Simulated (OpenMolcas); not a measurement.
# Ni6+, Pd6+, Pt6+: d4 down the group

```
Program             : OpenMolcas 26.06
Method              : CASSCF
Basis               : ANO-RCC-VTZP
Scalar Hamiltonian  : DKH2, point nucleus
Spin-orbit coupling : RASSI with atomic mean-field integrals over the reference wave functions, term energies averaged over their components
```

Active space for each ion: 4 electrons in 10 orbitals (d d).

Computed levels in cm-1 above 5D0:

```
                               Level   Ni6+   Pd6+   Pt6+
                                 5D1    290    899   7039
                                 5D2    843   2325  12852
                                 5D3   1621   4032  17202
                                 5D4   2588   5904  19678
                                 3H4  32947  23797  29580
                                 3H5  33597  25878  36954
                                 3H6  34280  27419  40083
                              3P1(1)  36179  27010  38014
                              3F2(1)  38108  28685  36442
weight of 5D in the lowest level (%)    100     95     61
```

Mixed levels, with the weight of the term that names them: Pt6+ 5D0 (61 %), Pt6+ 5D4 (59 %), Pt6+ 3H4 (55 %), Pt6+ 3H6 (70 %), Pt6+ 3P1(1) (74 %), Pt6+ 3F2(1) (65 %).

Measured, with the error of the calculation in %. Measured levels: Ni6+ from Corliss and Sugar, J. Phys. Chem. Ref. Data 10, 197 (1981).

```json
{"Level": "5D1", "Ni6+": "279 (+3.9)"}
{"Level": "5D2", "Ni6+": "804 (+4.8)"}
{"Level": "5D3", "Ni6+": "1520 (+6.7)"}
{"Level": "5D4", "Ni6+": "2392 (+8.2)"}
{"Level": "3H4", "Ni6+": "31672 (+4.0)"}
{"Level": "3H5", "Ni6+": "32286 (+4.1)"}
{"Level": "3H6", "Ni6+": "32877 (+4.3)"}
{"Level": "3P1(1)", "Ni6+": "31836 (+13.6)"}
{"Level": "3F2(1)", "Ni6+": "34247 (+11.3)"}
```

The fine-structure level 5D4 changes by a factor of 7.6 from Ni6+ to Pt6+.

Without spin-orbit coupling 3H lies 32178, 22527, 20557 cm-1 above 5D in that order; the difference to the level 3H4, of either sign, comes from spin-orbit coupling, which also lowers the zero.

Without dynamic correlation excited terms often stand tens of per cent too high (terms of higher spin than the ground term too low), and those without a measured partner can miss by more than the paired ones. Active for correlation alone: 4d; no level in the range computed is led by a configuration that fills it, so any true level of that kind is missing (holds for Ni6+). Active for correlation alone: 5d; no level in the range computed is led by a configuration that fills it, so any true level of that kind is missing (holds for Pd6+). Active for correlation alone: 6d; no level in the range computed is led by a configuration that fills it, so any true level of that kind is missing (holds for Pt6+). Measured partners are found by configuration, term and J. A level has none where our copy of the source lacks it or the pairing is in doubt (some pairs that miss far off the trend of their configuration count as doubtful), and it then counts in no deviation. Levels of configurations outside the active space are missing.

A number in round brackets counts repeated terms of one configuration in the order of the reference energies.
